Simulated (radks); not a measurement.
Question: These are the eigenvalues of the occupied orbitals of an atom or ion with whole-number occupations (hartree). All-electron calculation, scalar-relativistic Kohn-Sham, PBE, spin-polarised, spherical densities, finite nucleus; Fermi nuclear charge, rms radius of each element as measured or else 0.836 A^(1/3) + 0.57 fm. Program: a radial shooting solver on a logarithmic mesh with Libxc functionals.

| orbital | eigenvalue |
|---|---|
| 1s up | -1070.354 |
| 1s down | -1070.354 |
| 2s up | -165.1492 |
| 2s down | -165.1149 |
| 2p up | -148.6856 |
| 2p down | -148.6593 |
| 3s up | -35.17727 |
| 3s down | -35.16076 |
| 3p up | -29.79885 |
| 3p down | -29.77984 |
| 3d up | -21.53040 |
| 3d down | -21.50037 |
| 4s up | -8.88626 |
| 4s down | -8.76733 |
| 4p up | -7.21657 |
| 4p down | -7.09658 |
| 4d up | -4.73532 |
| 4d down | -4.61900 |

Which element is it, and in what charge state? The configuration may be excited. Open shells, if any, are filled with parallel spins first.

Answer: Z = 50, tin, charge +7: Sn7+ in [Kr] 4d7. The list shows which subshells hold electrons but not how many an open one holds; the 1s level, -1070.4 hartree, gives Z - s = 46.3 by -(Z - s)^2/2, which with screening and relativity narrows Z to a few neighbours, and the depths of the outer levels then fix element, charge and occupations together.
